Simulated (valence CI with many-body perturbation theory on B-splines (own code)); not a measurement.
## Sb³⁵⁺: calculated level list

Calculated by relativistic CI+MBPT: six valence electrons over a frozen Dirac-Fock core [Ne], radial functions for each j: 9 s, 9 p, 8 d, 6 f, 3 g, 1 h, with the one-electron correlation potential Σ1, the two-electron term Σ2, the three-electron term Σ3, Breit, model QED; selected CI, second order for the rest, scaled by the run's own slope (own B-spline code, finite nucleus).

No measured spectrum was set against this ion. As an estimate, large intervals hold to a few tenths of a per cent, small ones and those within an open d or f shell to about a per cent. Among the levels kept, up to 1500 cm⁻¹ of a level comes from second order outside the variational space, and about a tenth of that is noise between levels of different J, which matters for small intervals.

Levels 1 to 38 of 38, with energies above the lowest level, (3s^2 3p1/2^2 3p3/2^2) J=2. "Leading %" is the weight of the configuration and term that name the level; weights of strongly mixed levels are sums over their largest components and can fall short. In the jj column 3d3/2^4 stands for four electrons in 3d with j = 3/2.

```tsv
No.	Configuration	Term	J	E (eV)	Leading %	g	Leading jj	Second component
1	3s²3p⁴	³P	2	0.00	72	1.361	3s^2 3p1/2^2 3p3/2^2 (98 %)	26 % 3s²3p⁴ ¹D
2	3s²3p⁴	¹S	0	11.62	56		3s^2 3p1/2^2 3p3/2^2 (97 %)	42 % 3s²3p⁴ ³P
3	3s²3p⁴	³P	1	57.29	98	1.496	3s^2 3p1/2 3p3/2^3 (98 %)	
4	3s²3p⁴	¹D	2	63.79	72	1.129	3s^2 3p1/2 3p3/2^3 (98 %)	26 % 3s²3p⁴ ³P
5	3s²3p⁴	³P	0	125.91	56		3s^2 3p3/2^4 (96 %)	41 % 3s²3p⁴ ¹S
6	3s²3p³3d	³F°	2	142.92	25	1.135	3s^2 3p1/2^2 3p3/2 3d3/2 (89 %)	22 % 3s²3p³3d ⁵D°
7	3s²3p³3d	⁵D°	1	145.28	31	1.213	3s^2 3p1/2^2 3p3/2 3d3/2 (85 %)	24 % 3s²3p³3d ³P°
8	3s²3p³3d	³F°	3	147.79	27	1.188	3s^2 3p1/2^2 3p3/2 3d3/2 (84 %)	26 % 3s²3p³3d ⁵D°
9	3s²3p³3d	³P°	0	147.82	47		3s^2 3p1/2^2 3p3/2 3d3/2 (93 %)	41 % 3s²3p³3d ⁵D°
10	3s3p⁵	³P°	2	151.07	44	1.324	3s^2 3p1/2^2 3p3/2 3d5/2 (46 %)	21 % 3s²3p³3d ³P°
11	3s²3p³3d	³F°	4	159.44	41	1.301	3s^2 3p1/2^2 3p3/2 3d5/2 (95 %)	38 % 3s²3p³3d ⁵D°
12	3s3p⁵	³P°	2	172.21	32	1.364	3s^2 3p1/2^2 3p3/2 3d5/2 (44 %)	26 % 3s²3p³3d ⁵D°
13	3s3p⁵	³P°	1	172.25	25	1.311	3s 3p1/2^2 3p3/2^3 (42 %)	19 % 3s3p⁵ ¹P°
14	3s²3p³3d	³D°	3	174.09	23	1.119	3s^2 3p1/2^2 3p3/2 3d5/2 (72 %)	21 % 3s²3p³3d ³G°
15	3s²3p³3d	³D°	1	184.26	54	0.890	3s^2 3p1/2^2 3p3/2 3d5/2 (54 %)	12 % 3s3p⁵ ³P°
16	3s²3p³3d	⁵D°	0	195.79	36		3s^2 3p1/2 3p3/2^2 3d3/2 (86 %)	30 % 3s²3p³3d ¹S°
17	3s²3p³3d	³F°	2	196.33	45	1.006	3s^2 3p1/2 3p3/2^2 3d3/2 (94 %)	29 % 3s²3p³3d ³D°
18	3s²3p³3d	³D°	1	196.84	50	0.939	3s^2 3p1/2 3p3/2^2 3d3/2 (84 %)	26 % 3s²3p³3d ⁵D°
19	3s²3p³3d	³F°	3	200.57	46	1.117	3s^2 3p1/2 3p3/2^2 3d3/2 (87 %)	20 % 3s²3p³3d ³G°
20	3s²3p³3d	³G°	4	207.04	58	1.088	3s^2 3p1/2 3p3/2^2 3d3/2 (90 %)	20 % 3s²3p³3d ¹G°
21	3s3p⁵	³P°	0	208.84	41		3s^2 3p1/2 3p3/2^2 3d5/2 (52 %)	28 % 3s²3p³3d ¹S°
22	3s²3p³3d	³D°	3	209.11	60	1.320	3s^2 3p1/2 3p3/2^2 3d5/2 (94 %)	25 % 3s²3p³3d ⁵D°
23	3s²3p³3d	⁵D°	4	211.25	41	1.255	3s^2 3p1/2 3p3/2^2 3d5/2 (90 %)	28 % 3s²3p³3d ¹G°
24	3s²3p³3d	¹P°	1	212.15	28	0.968	3s^2 3p1/2 3p3/2^2 3d5/2 (71 %)	22 % 3s²3p³3d ³D°
25	3s²3p³3d	³F°	2	214.12	52	0.888	3s^2 3p1/2 3p3/2^2 3d3/2 (87 %)	28 % 3s²3p³3d ¹D°
26	3s²3p³3d	³F°	4	217.96	65	1.169	3s^2 3p1/2 3p3/2^2 3d5/2 (93 %)	29 % 3s²3p³3d ¹G°
27	3s²3p³3d	³G°	5	220.40	99	1.195	3s^2 3p1/2 3p3/2^2 3d5/2 (99 %)	
28	3s²3p³3d	³S°	1	226.59	50	1.552	3s^2 3p1/2 3p3/2^2 3d3/2 (54 %)	13 % 3s3p⁵ ¹P°
29	3s²3p³3d	³D°	3	226.75	61	1.191	3s^2 3p1/2 3p3/2^2 3d3/2 (76 %)	12 % 3s²3p³3d ³F°
30	3s²3p³3d	³P°	2	227.19	42	1.285	3s^2 3p1/2 3p3/2^2 3d3/2 (67 %)	14 % 3s²3p³3d ¹D°
31	3s²3p³3d	³D°	2	231.15	54	1.241	3s^2 3p1/2 3p3/2^2 3d5/2 (94 %)	23 % 3s²3p³3d ³P°
32	3s²3p³3d	³P°	0	235.40	31		3s^2 3p1/2 3p3/2^2 3d5/2 (40 %)	29 % 3s3p⁵ ³P°
33	3s²3p³3d	³F°	3	235.64	38	1.134	3s^2 3p1/2 3p3/2^2 3d5/2 (96 %)	29 % 3s²3p³3d ³D°
34	3s²3p³3d	³P°	1	235.73	35	1.163	3s^2 3p1/2 3p3/2^2 3d3/2 (43 %)	13 % 3s3p⁵ ³P°
35	3s²3p³3d	³D°	2	237.63	39	1.058	3s^2 3p1/2 3p3/2^2 3d5/2 (75 %)	30 % 3s²3p³3d ³F°
36	3s²3p³3d	¹F°	3	241.80	47	1.044	3s^2 3p1/2 3p3/2^2 3d5/2 (67 %)	18 % 3s²3p³3d ³F°
37	3s²3p³3d	³D°	1	242.99	36	0.949	3s^2 3p1/2 3p3/2^2 3d3/2 (65 %)	23 % 3s²3p³3d ¹P°
38	3s²3p³3d	¹D°	2	249.07	40	1.185	3s^2 3p1/2 3p3/2^2 3d5/2 (82 %)	22 % 3s²3p³3d ³D°
```

The ionisation energy to 3s²3p³ ²P°3/2 of the next ion comes out as 2351.1 eV (NIST: 2349 ± 5 eV (theoretical)). All 38 levels together are meant to be complete up to 251.45 eV.
